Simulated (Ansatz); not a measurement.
`CSB(F)F` + `O/C=C\Cl` → `CO/C=C/Cl` + `FB(F)S`  (substitution at a C–S bond)

Program: Ansatz. Geometries: PBE0-D4/def2-TZVP. ΔE: electronic, gas phase. CCSD(T)/CBS adds triple-zeta CCSD(T) − MP2 to the extrapolated MP2 energy (def2 sets, frozen cores). This one scheme is used for every species. Double bonds are as drawn, so ΔE can hold a change between cis and trans. Each species was taken in one conformer, which may not be the lowest.

```tsv
species	CCSD(T)/CBS(def2) energy (Eh)
`CSB(F)F`	-662.16308
`O/C=C\Cl`	-612.83223
`CO/C=C/Cl`	-652.06805
`FB(F)S`	-622.90532
```

(1) Work out ΔE.

Largest T1 diagnostic among the species: 0.013.

Results:

(1) ΔE = (-652.06805) + (-622.90532) − (-662.16308) − (-612.83223) = 0.02194 Eh = +57.6 kJ/mol.

In def2-TZVPP, CCSD(T) changes the Hartree–Fock value by +10.2 kJ/mol (the triples alone add +1.9 kJ/mol) and MP2 by +16.8 kJ/mol.
